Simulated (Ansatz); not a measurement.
Relaxation of C4H6BF (12 atoms, charge 0, multiplicity 1), to a largest force component of 0.015 eV/Å in at most 40 steps.

Theory: RKS PBE-D4/6-31G* (Ansatz 0.2.0).

```xyz
12
Properties=species:S:1:pos:R:3
C -0.698 -2.756 0.555
C -0.439 -1.570 0.002
C -0.155 -0.422 -0.552
F -0.018 -0.295 -1.892
B 0.217 0.799 0.347
C 0.596 2.219 -0.288
H -0.953 -3.558 -0.080
H -0.734 -2.793 1.613
H 0.193 0.719 1.585
H 0.803 2.945 0.537
H -0.255 2.564 -0.893
H 1.522 2.093 -0.900
```

Where does it end, and by what steps?

The forces met the threshold. The force dipped under the threshold on the way, but the program's further checks kept it going. After 29 steps the energy has fallen by 2.598 eV; H7 moved furthest, 1.00 Å.

```json
{"step": "0", "energy less start (eV)": "0.0000", "largest force component (eV/Å)": "3.992", "accepted": "yes"}
{"step": "2", "energy less start (eV)": "-1.5529", "largest force component (eV/Å)": "1.044", "accepted": "yes"}
{"step": "4", "energy less start (eV)": "-2.2580", "largest force component (eV/Å)": "0.940", "accepted": "yes"}
{"step": "6", "energy less start (eV)": "-2.5502", "largest force component (eV/Å)": "0.713", "accepted": "yes"}
{"step": "8", "energy less start (eV)": "-2.5791", "largest force component (eV/Å)": "0.287", "accepted": "yes"}
{"step": "10", "energy less start (eV)": "-2.5904", "largest force component (eV/Å)": "0.073", "accepted": "yes"}
{"step": "12", "energy less start (eV)": "-2.5946", "largest force component (eV/Å)": "0.060", "accepted": "yes"}
{"step": "14", "energy less start (eV)": "-2.5948", "largest force component (eV/Å)": "0.125", "accepted": "no"}
{"step": "16", "energy less start (eV)": "-2.5957", "largest force component (eV/Å)": "0.022", "accepted": "yes"}
{"step": "18", "energy less start (eV)": "-2.5965", "largest force component (eV/Å)": "0.016", "accepted": "yes"}
{"step": "20", "energy less start (eV)": "-2.5960", "largest force component (eV/Å)": "0.108", "accepted": "no"}
{"step": "22", "energy less start (eV)": "-2.5958", "largest force component (eV/Å)": "0.058", "accepted": "no"}
{"step": "24", "energy less start (eV)": "-2.5974", "largest force component (eV/Å)": "0.010", "accepted": "yes"}
{"step": "26", "energy less start (eV)": "-2.5975", "largest force component (eV/Å)": "0.023", "accepted": "yes"}
{"step": "28", "energy less start (eV)": "-2.5976", "largest force component (eV/Å)": "0.040", "accepted": "no"}
{"step": "29", "energy less start (eV)": "-2.5977", "largest force component (eV/Å)": "0.006", "accepted": "yes"}
```

```xyz
12
Properties=species:S:1:pos:R:3
C -0.707 -2.734 0.561
C -0.250 -1.631 0.021
C 0.189 -0.472 -0.469
F 0.839 -0.477 -1.683
B -0.004 0.868 0.272
C 0.513 2.226 -0.313
H -1.724 -3.095 0.362
H -0.090 -3.342 1.236
H -0.579 0.820 1.334
H 1.201 2.708 0.409
H -0.331 2.937 -0.412
H 1.020 2.138 -1.286
```

Run time: 28 s on 2 threads of Intel(R) Xeon(R) 6975P-C (Granite Rapids), with other jobs on the host, peak memory 0.16 GiB.
